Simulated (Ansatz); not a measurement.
`O[SiH]([SiH3])Cl` + `C[SiH](F)F` → `F[SiH]([SiH3])Cl` + `C[SiH](O)F` at 298.15 K and 1 bar (redistribution).

Computed with Ansatz on PBE0-D4/def2-TZVP structures; ΔE is electronic, products minus reactants. CBS: MP2 limit from def2 TZ/QZ plus the TZ coupled-cluster correction, frozen cores. One conformer a species, not always the lowest.

```csv
species,CCSD(T)/CBS energy (Eh),H − E (kJ/mol),S (J/(mol·K))
`O[SiH]([SiH3])Cl`,-1116.20942,151.6,352.2
`C[SiH](F)F`,-529.27654,151.6,306.4
`F[SiH]([SiH3])Cl`,-1140.23962,120.5,343.9
`C[SiH](O)F`,-505.24344,182.7,314.7
```

H − E and S are ideal-gas, rigid-rotor, harmonic terms from PBE0-D4/def2-TZVP, for one conformer and one mirror image of each species. 1 Eh = 2625.50 kJ/mol, R = 8.31446 J/(mol·K).

By hand: ΔE, ΔH, ΔS and ΔG.

ΔE = (-1140.23962) + (-505.24344) − (-1116.20942) − (-529.27654) = 0.00290 Eh = 7.6 kJ/mol. Δ(H − E) = 120.5 + 182.7 − 151.6 − 151.6 = 0.0, so ΔH = 7.6 kJ/mol. ΔS = 343.9 + 314.7 − 352.2 − 306.4 = 0.0 J/(mol·K). ΔG = 7.6 − 298.15 × (0.0)/1000 = 7.6 kJ/mol.

By hand: the equilibrium constant, and the temperature at which ΔG would vanish if ΔH and ΔS stayed fixed.

log₁₀ K = −ΔG/(RT ln 10) = -1.3. With ΔH or ΔS at zero there is no such temperature.

The number of gas molecules stays the same, so ΔS is small and ΔH decides. A doubt of 5 kJ/mol in ΔE shifts log₁₀ K by 0.9 here. Other conformers and mirror images would add mixing entropy, several J/(mol·K) or more a flexible species. These are equilibria of isolated gas molecules and say nothing of rates. Largest T1 diagnostic: 0.012 (customary marks: 0.02 for closed shells, 0.045 for open ones).

ΔS is within the doubt of such terms, so its sign, and with it that verdict, could turn.
